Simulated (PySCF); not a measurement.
Computed shifts of a molecule C₄H₄Cl₂, PBE0/pcSseg-1 run with PySCF, GIAO, gas phase, atoms alike by connectivity averaged where their shifts nearly agree, in ppm (number of nuclei): ¹³C: 224.0 (1), 118.8 (1), 91.4 (1), 58.4 (1). ¹H: 5.87 (2), 4.36 (2). References: ¹³C against TMS (σ = 186.3 ppm); ³⁵Cl against HCl (σ = 945.9 ppm); ¹H against TMS (σ = 31.56 ppm), references at their B3LYP-D3(BJ)/def2-TZVP geometries, non-relativistic (without spin–orbit terms, shifts of atoms bonded to Cl or Br come out too high). The structure is a stationary point at B3LYP-D3(BJ)/def2-SVP. One conformer was computed; it need not be the lowest.

Task: Identify the compound among the candidates.
A) C=C=C(Cl)CCl
B) C=CC=C(Cl)Cl
C) ClC=C=CCCl
D) Cl/C=C\C=C/Cl

Result: A, C=C=C(Cl)CCl
